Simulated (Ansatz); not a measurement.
Correlation energies of C₂H₃ClInNO (`[CH3][In]([Cl])[N]=C=O`) by basis set

```xyz
9

C    -0.1017   -0.6250    1.9171
In    0.3290   -0.3088   -0.1331
Cl    1.8847   -1.4942   -1.3913
N    -0.5842    1.1030   -1.2699
C    -0.5183    1.4758   -2.4133
O    -0.5072    1.8876   -3.5054
H    -0.2308   -1.6916    2.0965
H    -1.0073   -0.0840    2.1859
H     0.7358   -0.2628    2.5135
```

The species carries charge 0 and has multiplicity 1. Correlated methods include outer-core shells of In, which these sets cover unevenly. In: def2 effective core potential. All single points use the PBE0-D4/def2-TZVP geometry. It is one conformer, not always the lowest. Frozen core, restricted reference, Ansatz 0.2.0.

```
     basis     HF (Eh)  MP2 corr.  CCSD corr.       (T)  CCSD(T) total
  def2-SVP  -855.28722   -0.81410           ?         ?              ?
def2-TZVPP  -855.70159   -1.20877           ?  -0.05414              ?
def2-QZVPP           ?   -1.46953           –         –              –
```

Fill in the withheld values. (Best estimate.)

Ansatz gave: def2-SVP CCSD corr.: -0.84458; def2-SVP (T): -0.03012; def2-SVP CCSD(T) total: -856.16192; def2-TZVPP CCSD corr.: -1.22251; def2-TZVPP CCSD(T) total: -856.97824; def2-QZVPP HF (Eh): -855.72476.
